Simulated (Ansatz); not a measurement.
Reactions of `C[S][AlH][CH2]F`.

Calculated with Ansatz (gas phase, PBE0-D4/def2-TZVP geometries, no zero-point term in ΔE). CCSD(T)/CBS adds triple-zeta CCSD(T) − MP2 to the extrapolated MP2 energy (def2 sets, frozen cores). This one scheme is used for every species. def2 core potentials past Kr. For Ge, I, Mg, Na outer-core shells are correlated without core-valence functions, which leaves a few kJ/mol of doubt a bond. Scalar relativity is left out up to krypton. One conformer a species, not always the lowest.

Question: Order these by ΔE at CCSD(T)/CBS, lowest first. (An estimate is asked.)
A. `C[S][AlH][CH2]F` + `C=[C]([SiH3])[GeH3]` → `C[S][AlH][GeH3]` + `C=C([SiH3])CF`
B. `C[S][AlH][CH2]F` + `C=[CH][GeH3]` → `F[CH2][AlH][GeH3]` + `C=CSC`
C. `C[S][AlH][CH2]F` + `[NH2][Mg][F]` → `F[CH2][AlH][F]` + `C[S][Mg][NH2]`
D. `C[S][AlH][CH2]F` + `F[SiH]1CC1` → `C[S][AlH][F]` + `FC[SiH]1CC1`
E. `C[S][AlH][CH2]F` + `F[Si](F)([SiH3])Cl` → `F[CH2][AlH][SiH3]` + `CS[Si](F)(F)Cl`
F. `C[S][AlH][CH2]F` + `[Na][I]` → `F[CH2][AlH][I]` + `C[S][Na]`
G. `C[S][AlH][CH2]F` + `B[N]1[CH2][AlH]1` → `[BH2][AlH][S]C` + `FC[N]1[CH2][AlH]1`
H. `C[S][AlH][CH2]F` + `CB(C)O` → `[OH][AlH][CH2]F` + `CSB(C)C`

Answer: D (-65.3 kJ/mol), A (-40.3 kJ/mol), C (-7.4 kJ/mol), H (+16.2 kJ/mol), E (+44.5 kJ/mol), F (+91.9 kJ/mol), B (+103.8 kJ/mol), G (+162.2 kJ/mol).

Largest T1 diagnostic: 0.014, for `FC[N]1[CH2][AlH]1`.
